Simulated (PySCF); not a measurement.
SMILES C(=C/c1cccs1)/c1cccs1 (C10H8S2) (GFN2-xTB optimised geometry):

```
20

C      1.351    -1.682     0.277
C      1.494    -0.396    -0.093
C      0.551     0.684     0.000
C     -0.819     0.684     0.000
C     -1.378     1.976     0.016
C     -0.438     2.957     0.025
S      1.156     2.322     0.000
C      0.291    -2.297     1.026
C     -0.566    -1.780     1.963
C     -1.414    -2.746     2.537
C     -1.204    -3.994     2.042
S      0.050    -4.019     0.870
H      2.147    -2.364     0.002
H      2.437    -0.117    -0.547
H     -1.405    -0.216    -0.041
H     -2.437     2.167     0.018
H     -0.581     4.019     0.048
H     -0.564    -0.745     2.251
H     -2.149    -2.521     3.289
H     -1.710    -4.905     2.291
```

Calculation: PBE/def2-SVP (PySCF).

What are the frontier orbital energies and the dipole moment?

HOMO-2 -6.16 eV, HOMO-1 -6.15 eV, HOMO -4.84 eV, LUMO -2.31 eV, LUMO+1 -0.90 eV; dipole moment 0.91 D.

Meta-Löwdin charges at PBE/def2-SVP: C1 -0.12, C2 -0.12, C3 -0.10, C4 -0.14, C5 -0.13, C6 -0.24, S7 0.25, C8 -0.10, C9 -0.14, C10 -0.13, C11 -0.24, S12 0.25, H13 0.11, H14 0.11, H15 0.12, H16 0.12, H17 0.13, H18 0.12, H19 0.12, H20 0.13.
